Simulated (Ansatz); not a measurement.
```yaml
crystal:
  periodic: [false, false, false]
  atoms:
    - {symbol: C, position_ang: [-1.937136, 0.307030, 0.116677]}
    - {symbol: Al, position_ang: [-0.514825, -0.171895, -0.703341]}
    - {symbol: C, position_ang: [0.577961, -1.792829, -0.067707]}
    - {symbol: Cl, position_ang: [0.291420, 0.271066, -2.520381]}
    - {symbol: Se, position_ang: [1.230852, 1.771476, 1.030558]}
    - {symbol: H, position_ang: [-1.556590, 0.229506, 1.198923]}
    - {symbol: H, position_ang: [-2.161287, 1.542478, 0.109744]}
    - {symbol: H, position_ang: [-2.755463, 0.010745, -0.108492]}
    - {symbol: H, position_ang: [1.869797, -1.771207, -0.142940]}
    - {symbol: H, position_ang: [0.491932, -2.756775, -0.233823]}
    - {symbol: H, position_ang: [0.943545, -1.928175, 0.861043]}
    - {symbol: H, position_ang: [2.400375, 1.351433, -0.102100]}
    - {symbol: H, position_ang: [0.946848, 2.842066, 0.143374]}
basis:
  gaussian: {orbitals: ANO-RCC-VTZP}
magnetization: {spin_polarized: true, initial_magnetization: 1}
hamiltonian: {xc: {name: r2SCAN}, dispersion: d3bj}
accuracy: high
output: {forces: true}
```

```sh
$ ansatz run in.yaml --threads 4 --pin off --events-out ev --progress --plain --max-ram 11315MiB
```

Q: How does Ansatz answer? (Best estimate.)

A: The calculation gave: The program refused the input.
```
Error: a molecule whose nuclei and cores have a total charge of 84 cannot have a net charge of 0 together with 1 unpaired electrons
```
